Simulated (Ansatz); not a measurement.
# Ligand exchange: BH(SH)2 + Ga(SH)3 → B(SH)3 + GaH(SH)2

Species: BH(SH)2, singlet; Ga(SH)3, singlet; B(SH)3, singlet; GaH(SH)2, singlet. The partners trade H for SH: B–H and Ga–SH bonds give way to B–SH and Ga–H.

Shapes, held fixed at every level: PBE0-D4/def2-TZVP. Flexible molecules stand in one conformer, not always the lowest. Programs: Ansatz 0.2.0. The zero-point and thermal change to 298 K, harmonic and unscaled (PBE0-D4/def2-TZVP), is -4.7 kJ/mol.

| level | kind | ΔH(298 K) (kJ/mol) | less CCSD(T)/def2-TZVPP |
| --- | --- | --- | --- |
| HF/def2-SVP | Hartree–Fock | +36.5 | +4.3 |
| r2SCAN-D4/def2-TZVPP | meta-GGA | +28.5 | -3.7 |
| B3LYP-D4/def2-TZVPP | global hybrid | +31.0 | -1.2 |
| BHLYP-D4/def2-TZVPP | global hybrid | +35.0 | +2.8 |
| r2SCAN0-D4/def2-TZVPP | global hybrid | +30.4 | -1.8 |
| MP2/def2-SVP | perturbation theory | +26.1 | -6.1 |
| CCSD(T)/def2-TZVPP | coupled cluster or CI | +32.2 | 0.0 |

The highest level, CCSD(T)/def2-TZVPP, gives ΔH(298 K) = +32.2 kJ/mol; the levels span +26.1 to +36.5. The column of differences is taken from that level and isn't an error. No measured value is set beside it here. Relativity is left out for Ga. Outer-core shells of Ga are correlated in most correlated rows, in sets that cover them unevenly.
